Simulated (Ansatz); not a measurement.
`[CH3][SnH2][SiH2]N` + `C[NH][AlH][F]` → `[CH3][SnH2][CH3]` + `N[SiH2][NH][AlH][F]`  (redistribution)

Gas-phase electronic energies from Ansatz, PBE0-D4/def2-TZVP geometries. CCSD(T)/CBS is the MP2 limit (def2-TZVPP, def2-QZVPP) plus CCSD(T) − MP2 in def2-TZVPP, frozen cores. DFT in def2-TZVPP. B3LYP here is the variant with VWN-RPA as its local correlation; programs differ in this. def2 core potentials past Kr. For Sn outer-core shells are correlated without core-valence functions, which leaves a few kJ/mol of doubt a bond. Each species was taken in one conformer, which may not be the lowest.

| level | ΔE (kcal/mol) | difference from CCSD(T)/CBS |
| --- | --- | --- |
| PBE-D4 | -24.0 | 6.1 |
| r2SCAN-D4 | -28.1 | 2.0 |
| PBE0-D4 | -25.7 | 4.4 |
| B3LYP-D4 | -27.3 | 2.8 |
| B2PLYP | -29.2 | 0.9 |
| r2SCAN | -28.1 | 2.0 |
| PBE0 | -25.6 | 4.5 |
| MP2/def2-TZVPP | -32.1 | -2.0 |
| CCSD/def2-TZVPP | -30.3 | -0.2 |
| CCSD(T)/def2-TZVPP | -30.2 | -0.1 |
| HF/def2-QZVPP | -30.9 | -0.8 |
| MP2/def2-QZVPP | -32.1 | -2.0 |
| SCS-MP2/def2-QZVPP | -31.4 | -1.3 |
| HF/CBS(def2) | -31.0 | -0.9 |
| MP2/CBS(def2) | -32.0 | -1.9 |
| CCSD/CBS(def2) | -30.2 | -0.1 |
| CCSD(T)/CBS | -30.1 | 0 |

Largest T1 diagnostic among the species: 0.012.

From PBE to PBE0 (25 % exact exchange), in def2-TZVPP and without D4, ΔE moves by −1.8 kcal/mol.
